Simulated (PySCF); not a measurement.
PySCF 2.14 output of an unrestricted PBE calculation on a single atom or ion in aug-cc-pV(T+d)Z with one added diffuse shell each of s, p, d, f type (7s6p5d3f, 71 functions), with the non-relativistic Hamiltonian (point nucleus):

```
SCF conv_tol = 1e-09
number electrons alpha = 9  beta = 8
    J. P. Perdew, K. Burke, and M. Ernzerhof.,  Phys. Rev. Lett. 77, 3865 (1996)
    J. P. Perdew, K. Burke, and M. Ernzerhof.,  Phys. Rev. Lett. 78, 1396 (1997)
    J. P. Perdew, K. Burke, and M. Ernzerhof.,  Phys. Rev. Lett. 77, 3865 (1996)
    J. P. Perdew, K. Burke, and M. Ernzerhof.,  Phys. Rev. Lett. 78, 1396 (1997)
cycle= 1 E= -459.524221213235  delta_E= -0.00851  |g|= 0.0421  |ddm|= 0.301
cycle= 2 E= -459.524486164091  delta_E= -0.000265  |g|= 0.0406  |ddm|= 0.153
cycle= 3 E= -459.52530522976  delta_E= -0.000819  |g|= 0.00231  |ddm|= 0.0599
cycle= 4 E= -459.525306570567  delta_E= -1.34e-06  |g|= 0.000361  |ddm|= 0.00355
cycle= 5 E= -459.525306679674  delta_E= -1.09e-07  |g|= 1.32e-05  |ddm|= 0.00115
cycle= 6 E= -459.525306679789  delta_E= -1.14e-10  |g|= 5.41e-07  |ddm|= 3.1e-05
converged SCF energy = -459.525306679789  <S^2> = 0.75299547  2S+1 = 2.0029932
```

The run itself started from symmetry-adapted Hartree-Fock orbitals and held the occupation by maximum overlap, on a logarithmic radial grid, so the iterations belong to that start.

Q: Which element, charge and spin multiplicity is this?

A: Cl (chlorine, neutral), multiplicity 2; the state was [Ne] 3s1 3p6, 2S determinant (an excited configuration).
